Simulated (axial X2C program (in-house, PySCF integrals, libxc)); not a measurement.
Density and ELF of InCl

Calculated with an in-house all-electron X2C program for linear molecules (integrals from PySCF). Two-component (2c) means X2C with spin–orbit coupling and atomic mean-field two-electron Coulomb and Gaunt terms. Basis: In dyall-cv3z [11s12p9d4f1g], Cl dyall-av3z [9s8p3d2f] (cores contracted in-house); Gaussian nuclei, density fitting, unrestricted open shells. Masses: In 114.904 u, Cl 34.969 u.

PBE0, 2c, state Ω = 0 (closed shell); In at z = 0, Cl at z = 2.427 Å.

The maps cover the half plane through the axis: z from -2.4 to 4.8 Å along the bond, ρ from 0.15 to 2.25 Å away from it (steps of 0.3 Å, the bottom row nearest the axis).

log10 of the density in e/bohr³:

digits 0 to 9 span -4.81 to 1.81 evenly
```
0112222222222222222211000
1122233333322233332221100
1223333333333333333322110
2233344444444444444432211
2233445555444455555443221
2334455666554556665543321
2334456777655566666544321
2334557898755567976554321
```

Electron localisation function (collinear form, no current term, damped to 0 at low density):

digits 0 to 9 span 0.00 to 1.00 evenly
```
0001344321000001100000000
0025676532000012222100000
0368876532100134544310000
2688764322111356776531000
4888753222112578888753100
6898632343212688888864200
7987534777412783028875200
8987436373612762755875210
```

The state is a single determinant with fixed occupations, the lowest that a limited PBE0 search found.
